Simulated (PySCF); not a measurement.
Two species compared at the same levels of theory.

First species: C2H10Cl2OSi3.
Z-matrix (Å and degrees, GFN2-xTB geometry), rows numbered from 1:
```
Si
O   1  1.6295
Si  2  1.6202  1  153.69
C   3  1.9210  2  107.37  1    30.78
Cl  4  1.7850  3  108.96  2   -61.52
Si  3  2.3103  2  107.85  1   -88.96
C   6  1.9200  3  108.37  2  -155.12
Cl  7  1.7855  6  108.52  3   -53.47
H   1  1.4603  2  108.47  3   -50.47
H   1  1.4590  2  102.94  3  -169.86
H   1  1.4607  2  106.85  3    70.41
H   3  1.4696  2  103.23  1   142.31
H   4  1.0881  3  112.68  2    56.34
H   4  1.0868  3  113.09  2   180.00
H   6  1.4745  3  115.76  2   -38.49
H   6  1.4701  3  116.05  2    86.90
H   7  1.0863  6  112.89  3  -171.36
H   7  1.0874  6  113.57  3    64.75
```

Second species: C3H11NO2Si3.
InChI=1S/C3H11NO2Si3/c1-3(2-5)6-9-4(7)8/h2H,1,9H2,7-8H3

Levels: PBE0/pcSseg-1 for dipole moment, HOMO energy, LUMO energy and HOMO–LUMO gap; GFN2-xTB for rotational constant A and rotational constant C. Geometries: GFN2-xTB. Each species is one conformer at its optimised geometry, gas phase, non-relativistic unless stated; the electronic structure was computed with PySCF and density fitting.

Dipoles, sizes and rotational constants follow the conformer. The torsions of the flexible species, by atom-mapped SMILES:
- `[SiH3:1][O:2][Si@H:3]([CH2:4][Cl:5])[SiH2:6][CH2:7][Cl:8]`: Si1–O2–Si3–C4 31°, O2–Si3–C4–Cl5 -62°, O2–Si3–Si6–C7 -155°, Si3–Si6–C7–Cl8 -53°
- `[CH2:1]=[C:2]([CH:3]=[O:4])[O:5][SiH2:6][N:7]([SiH3:8])[SiH3:9]`: C1–C2–C3–O4 180°, C1–C2–O5–Si6 180°, C2–O5–Si6–N7 -179°, O5–Si6–N7–Si8 179°

Values for the first species:

```
Dipole moment         : 1.80 D
HOMO energy           : -7.91 eV
LUMO energy           : -0.72 eV
HOMO–LUMO gap         : 7.19 eV
Rotational constant A : 1.245 GHz
Rotational constant C : 0.398 GHz
```

(1) Estimate the same properties for the second species, and the change in each.

## Answers

(1) 
| property | first | second | second less first |
| --- | --- | --- | --- |
| dipole moment | 1.80 D | 3.10 D | +1.30 D |
| HOMO energy | -7.91 eV | -7.21 eV | +0.70 eV |
| LUMO energy | -0.72 eV | -2.34 eV | -1.62 eV |
| HOMO–LUMO gap | 7.19 eV | 4.87 eV | -2.32 eV |
| rotational constant A | 1.245 GHz | 1.793 GHz | +0.548 GHz |
| rotational constant C | 0.398 GHz | 0.471 GHz | +0.073 GHz |

On the first: In atomic units the dipole is 0.71 e·bohr (1 au = 2.5417 D).

On the second: In atomic units the dipole is 1.22 e·bohr (1 au = 2.5417 D).
